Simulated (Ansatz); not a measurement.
Consider the ligand exchange at a Ge–O bond: `[F][GeH2][O][GeH3]` + `N[SiH](O)O` → `O[SiH](O)[NH][GeH3]` + `[OH][GeH2][F]`.

Gas-phase electronic energies from Ansatz, PBE0-D4/def2-TZVP geometries. CCSD(T)/CBS is the MP2 limit (def2-TZVPP, def2-QZVPP) plus CCSD(T) − MP2 in def2-TZVPP, frozen cores. This one scheme is used for every species. Functionals use def2-TZVPP. B3LYP here is the variant with VWN-RPA as its local correlation; programs differ in this. For Ge outer-core shells are correlated without core-valence functions, which leaves a few kJ/mol of doubt a bond. Scalar relativity is left out up to krypton. Each species was taken in one conformer, which may not be the lowest.

Question: Is it downhill or uphill in electronic energy at CCSD(T)/CBS, and by how much? (Best estimate.)

Answer: Ansatz gave: Uphill: ΔE = +22.4 kJ/mol.

Question: What do these levels give: PBE-D4, ωB97X-V, PBE, r2SCAN, B3LYP, HF/def2-TZVPP, MP2/def2-TZVPP, SCS-MP2/def2-TZVPP, MP2/def2-QZVPP, HF/CBS(def2), MP2/CBS(def2), CCSD/CBS(def2)? (An estimate is asked.)

Answer: Ansatz gave: PBE-D4 20.0, ωB97X-V 23.9, PBE 22.1, r2SCAN 24.4, B3LYP 27.2, HF/def2-TZVPP 31.3, MP2/def2-TZVPP 22.5, SCS-MP2/def2-TZVPP 25.2, MP2/def2-QZVPP 22.8, HF/CBS(def2) 32.6, MP2/CBS(def2) 22.3, CCSD/CBS(def2) 23.0 kJ/mol.

Largest T1 diagnostic among the species: 0.012.

The D4 term adds −3.3 kJ/mol with B3LYP and −1.9 kJ/mol with PBE0; it sums over pairs of atoms, weighted by their polarisabilities, and B3LYP, whose exchange is more repulsive, gets the larger term. In def2-TZVPP, CCSD(T) changes the Hartree–Fock value by −8.6 kJ/mol (the triples alone add −0.6 kJ/mol) and MP2 by −8.8 kJ/mol.
